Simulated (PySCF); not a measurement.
Calculated properties of `[SiH3]S[Si@@H]([SiH3])S`

Compound: H8S2Si3.
Geometry (GFN2-xTB, Å), atoms numbered from 1 in this order:
```
atom  x, y, z in Å
Si1    2.461    0.439   -0.165
S2     1.013   -0.703   -1.241
Si3   -0.656   -0.879    0.143
Si4   -1.792    1.110    0.515
S5    -1.945   -2.329   -0.800
H6     1.839    1.709    0.188
H7     3.552    0.565   -1.113
H8     2.824   -0.307    1.032
H9    -0.089   -1.569    1.303
H10   -2.927    0.857    1.400
H11   -2.284    1.735   -0.713
H12   -0.902    2.068    1.178
H13   -1.098   -2.696   -1.746
```

From GFN2-xTB geometry:

| Quantity | Value |
| --- | --- |
| Point group of the GFN2-xTB geometry | C1 |
| Rotational constants A, B, C of the GFN2-xTB geometry | 1.861, 0.963, 0.682 GHz |

From wB97X-D/def2-SVPD ground state and vertical TDDFT (core frozen in the response) (PySCF):

| Item | Value |
| --- | --- |
| Dipole moment | 2.05 D |
| HOMO energy | -9.05 eV |
| LUMO energy | 0.77 eV |
| HOMO–LUMO gap | 9.82 eV |
| Lowest singlet excitation | 5.36 eV (231 nm, f = 0.005) |
| Strongest line among the 8 lowest singlet transitions | S8 at 6.92 eV (179 nm, f = 0.056) |
| Lowest triplet excitation (Tamm–Dancoff) | 5.02 eV |
| Static isotropic polarisability | 125.8 au |
| Electronic spatial extent ⟨r²⟩ about the centre of nuclear charge | 1670 bohr² |

PBE0/pcSseg-1 ground state and GIAO shieldings, non-relativistic (PySCF):

| Property | Result |
| --- | --- |
| Lowest Hirshfeld atomic charge | -0.18 e on S2 |
| Highest Hirshfeld atomic charge | +0.30 e on Si1 |
| 1H chemical shifts (computed TMS as zero) by class | 6.05 (H9), 4.63 (H6/H7/H8), 3.56 (H10/H11/H12), 0.49 (H13) ppm |
| Isotropic shieldings of nuclei other than C and H, by class | 351 (Si3), 411 (Si1), 463 (Si4), 736 (S5), 792 (S2) ppm |
| Mayer bond orders between heavy atoms | Si1–S2 0.93, S2–Si3 0.94, Si3–Si4 0.85, Si3–S5 1.01 |

Monoisotopic mass (most abundant isotopes): 155.9375 u.

No computed singlet falls in the visible range (750 to 380 nm, 1.65 to 3.26 eV); S1 lies 2.10 eV above its blue end. With B = h/(8π²I), that is 505.379 GHz u Å² over I, the principal moments of inertia are 271.6, 525.0 and 740.7 u Å² (most abundant isotopes); the inertial defect Ic − Ia − Ib is -55.9 u Å² (zero for a rigid planar frame, negative otherwise). S1 lies 4.46 eV below the HOMO–LUMO gap; its leading configuration is HOMO→LUMO, weight 0.86. The largest Löwdin shares of the HOMO are 0.39 on S2, 0.23 on S5, 0.12 on Si3 and 0.08 on Si4. The rotational constants make it an asymmetric top with κ = (2B − A − C)/(A − C) = -0.52, nearer the prolate limit (−1). The polarisability is 18.64 Å³ as a volume (1 au = 0.148185 Å³), or 1.53 au for each of the 82 electrons. The principal polarisabilities are 101.8, 128.0 and 147.4 au; their mean is the isotropic value. In wavenumbers S1 is 43200 cm⁻¹ (1 eV = 8065.54 cm⁻¹).

Geometry: GFN2-xTB, one conformer, isolated molecule.
